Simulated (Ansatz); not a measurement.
Mulliken charges of AlCl3H2O (`[OH2+][Al-]([Cl])([Cl])[Cl]`) from ωB97M-V/def2-TZVPP in Ansatz (PBE0-D4/def2-TZVP geometry).

```csv
atom,x (Å),y (Å),z (Å),charge (e)
O1,-0.709,0.517,0.761,-0.120
Al2,0.327,-0.534,-0.510,0.414
Cl3,2.096,-0.665,0.636,-0.259
Cl4,-0.753,-2.303,-0.790,-0.231
Cl5,0.298,0.864,-2.093,-0.259
H6,-0.991,1.360,0.381,0.228
H7,-0.208,0.694,1.569,0.228
```

Question: By hand: the dipole of these point charges (1 e Å = 4.8032 D).

Answer: Σ q r = (-0.499, 0.666, 0.702) e Å, of length 1.089 e Å = 5.23 D.

Question: How does the dipole of the full density compare? (Estimate.)

Answer: Ansatz gave: (-0.400, 0.742, 0.680) e Å, 5.20 D; the point charges give 1.01 times that, at 7° from its direction.

Point charges leave out the atoms' own dipoles, such as those of lone pairs, and Mulliken's split depends on the basis, so the close match here is no proof of good charges.
